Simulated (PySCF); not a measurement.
Compound: C5H4O3 (charge -1 and doublet state).
Z-matrix (Å and degrees, PBE0-D3(BJ)/def2-SVP geometry), rows numbered from 1:
```
O 
C   1  1.2484
O   2  1.3942  1  118.09
C   2  1.4061  1  126.87  3   179.97
C   4  1.4173  2  130.35  1    -0.56
C   5  1.4081  4  106.37  2  -179.76
C   6  1.3794  5  107.47  4    -0.10
O   7  1.3703  6  110.41  5     0.05
H   3  0.9658  2  100.16  1    -0.09
H   5  1.0871  4  124.93  2    -0.04
H   6  1.0917  5  127.02  4   179.91
H   7  1.0876  6  133.29  5  -179.93
```

Method used: PBE0-D3(BJ)/def2-SVP geometry optimisation, gas phase (PySCF).

Take the most abundant isotopes and a rigid rotor. The values belong to one conformer with, in the numbering `[O-:1][C:2]([OH:3])[c:4]1[cH:5][cH:6][cH:7][o:8]1`, O1–C2–O3–H 0°, O1–C2–C4–C5 -1°.

Task: What are A, B and C (cm⁻¹)?

Result: Ia = 98.02, Ib = 315.13, Ic = 413.15 u·Å²; 505379 MHz·u·Å²/I gives 5156, 1604 and 1223 MHz, that is A = 0.17198, B = 0.05349, C = 0.04080 cm⁻¹.

Task: What kind of rotor is it?

Result: An asymmetric top; Ray's κ = -0.806.

Task: What does the inertial defect say?

Result: Planar: Δ = Ic − Ia − Ib = 0.00 u·Å². For a rigid frame Δ = −2 Σ m c², so it vanishes when all atoms lie in the ab plane; here none is more than 0.01 Å from it.

Task: Which types of transition are allowed, and where do some lines up to J = 4 fall?

Result: The dipole components (about the centre of mass, as the species is charged) are |μa| = 1.52 D, |μb| = 1.24 D, |μc| = 0.00 D; the mirror of this Cs structure is the ab plane, so μc vanishes by symmetry (the 0.01 D computed is a residue) and there are no c-type lines. Intensities carry the squares of the components, which stand as 1.00 : 0.67 (a : b). Some lines, for components of 0.1 D or more:

| type | branch | J(Ka,Kc) | MHz | lower level (cm⁻¹) |
| --- | --- | --- | --- | --- |
| a | Q | 1(1,0) ← 1(1,1) | 380 | 0.213 |
| b | R | 4(1,3) ← 3(2,2) | 1902 | 1.065 |
| a | Q | 3(1,2) ← 3(1,3) | 2281 | 0.652 |
| a | R | 1(0,1) ← 0(0,0) | 2827 | 0.000 |
| b | Q | 3(1,2) ← 3(0,3) | 5008 | 0.561 |
| a | R | 2(1,2) ← 1(1,1) | 5273 | 0.213 |
| b | R | 1(1,1) ← 0(0,0) | 6379 | 0.000 |
| b | R | 4(0,4) ← 3(1,3) | 8301 | 0.652 |
| b | R | 2(1,2) ← 1(0,1) | 8825 | 0.094 |
| b | Q | 4(2,2) ← 4(1,3) | 9806 | 1.129 |
| b | Q | 2(2,0) ← 2(1,1) | 10685 | 0.427 |
| a | R | 4(0,4) ← 3(0,3) | 11028 | 0.561 |
| a | R | 4(2,3) ← 3(2,2) | 11285 | 1.065 |
| a | R | 4(2,2) ← 3(2,1) | 11565 | 1.070 |
| b | Q | 2(2,1) ← 2(1,2) | 11797 | 0.389 |
| b | Q | 4(2,3) ← 4(1,4) | 13178 | 1.002 |
| b | R | 4(1,4) ← 3(0,3) | 13220 | 0.561 |
| b | R | 3(2,2) ← 2(1,1) | 19137 | 0.427 |
| b | R | 3(2,1) ← 2(1,2) | 20422 | 0.389 |
| b | R | 4(2,2) ← 3(1,3) | 24094 | 0.652 |
| b | R | 4(3,2) ← 3(2,1) | 29947 | 1.070 |
| b | R | 4(4,1) ← 3(3,0) | 37507 | 1.690 |
| b | R | 4(4,0) ← 3(3,1) | 37508 | 1.690 |

Task: Estimate the classical rotational partition function at 50 K, 100 K and 500 K.

Result: Point group Cs, symmetry number σ = 1; q = (√π/σ)·√((kT/h)³/(ABC)), k/h = 20836.6 MHz/K: 18700 at 50 K, 53000 at 100 K, 593000 at 500 K.

For this open shell read J as N, the rotation without spin; fine and hyperfine splittings come on top. Whether it is a minimum is left open (no frequencies). ⟨S²⟩ = 0.766 (exact for a doublet: 0.75). Whether the extra electron is bound in the gas phase wasn't checked; a finite basis holds it in any case. Zero-point vibration and centrifugal distortion are left out.

Time: 79 s of wall time. Hardware: x86-64 server, one thread, shared host. These figures are those of the optimisation.
